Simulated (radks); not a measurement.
Values are calculated unless marked as measured or tabulated.
Task: Lu, configuration [Xe] 4f14 5d1 6s1 5f1 (not the ground configuration). Code: a radial shooting solver on a logarithmic mesh with Libxc functionals. Model: scalar-relativistic Kohn-Sham, AM05, spin-polarised, spherical densities, finite nucleus; open shells are filled with parallel spins first (spin-orbit coupling, left out, can overturn this in heavy ions); Fermi nuclear charge, rms radius 5.37 fm. Some entries of the table are withheld. Estimate them.

orbital  occ.  eigenvalue (hartree)  <1/r> (bohr^-1)
1s up       1             -2321.782            82.13
1s down     1             -2321.781            82.13
2s up       1             -395.4416            19.17
2s down     1             -395.4405            19.17
2p up       3             -348.0778            17.55
2p down     3             -348.0769            17.55
3s up       1             -89.73603            7.085
3s down     1             -89.73598            7.084
3p up       3             -75.51823            6.585
3p down     3             -75.51816            6.585
3d up       5             -58.41129            6.235
3d down     5             -58.41086            6.235
4s up       1             -17.98460            3.001
4s down     1             -17.98434            3.001
4p up       3             -13.31628            2.735
4p down     3             -13.31596            2.735
4d up       5              -7.22283            2.421
4d down     5              -7.22219            2.421
5s up       1              -2.42977            1.133
5s down     1              -2.41815            1.137
5p up       3              -1.35308           0.9354
5p down     3              -1.33371           0.9426
4f up       7              -0.53709            1.825
4f down     7              -0.53331            1.832
6s up       1              -0.33121           0.3797
6s down     0              -0.27603           0.3670
5d up       1                   (1)              (2)
5d down     0                   (3)              (4)
6p up       0              -0.16940           0.2923
7s up       0              -0.06465           0.1311
5f up       1              -0.01721          0.06575

Result: 
(1) 5d up eigenvalue (hartree): -0.24230
(2) 5d up <1/r> (bohr^-1): 0.5237
(3) 5d down eigenvalue (hartree): -0.19588
(4) 5d down <1/r> (bohr^-1): 0.5315
